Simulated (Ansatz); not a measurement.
CH8O4Si2 (`C[SiH](O)[Si](O)(O)O`), relaxed with RKS PBE0-D4/def2-TZVP in the Gaussian-basis code of Ansatz from a GFN2-xTB geometry. The force threshold is 0.005 eV/Å; the program also tests the step.

Total charge 0; spin multiplicity 1.

Start:

```xyz
15

C     1.684    0.158    1.545
Si    0.965   -0.470   -0.097
O     0.960   -2.091    0.079
Si   -1.108    0.330   -0.594
O    -1.686   -0.763   -1.661
O    -2.214    0.421    0.600
O    -1.095    1.855   -1.204
H     2.640   -0.314    1.746
H     1.843    1.232    1.525
H     1.028   -0.065    2.381
H     1.941   -0.140   -1.164
H     0.412   -2.640   -0.473
H    -2.610   -0.757   -1.906
H    -2.210    1.179    1.176
H    -0.550    2.066   -1.955
```

Problem. By how much does the energy fall, and how many steps does the optimiser take? (An estimate is asked.)

Solution. Computed: 0.12 eV, in 19 steps.

Problem. Which bonds change most? (Estimate.)

Solution. Computed: Si2–Si4 from 2.278 to 2.349 Å; C1–Si2 from 1.899 to 1.861 Å; Si2–O3 from 1.630 to 1.656 Å; Si2–H11 from 1.483 to 1.498 Å.

Problem. Give the relaxed structure. (Estimate.)

Solution. Ansatz gave: 
```xyz
15

C     1.661    0.057    1.620
Si    1.068   -0.413   -0.081
O     1.042   -2.065   -0.200
Si   -1.101    0.344   -0.574
O    -1.692   -0.930   -1.432
O    -2.098    0.587    0.707
O    -1.153    1.776   -1.389
H     2.634   -0.396    1.823
H     1.769    1.142    1.702
H     0.957   -0.278    2.384
H     2.015    0.163   -1.088
H     0.317   -2.415   -0.722
H    -2.638   -0.962   -1.597
H    -2.237    1.499    0.968
H    -0.543    1.890   -2.119
```
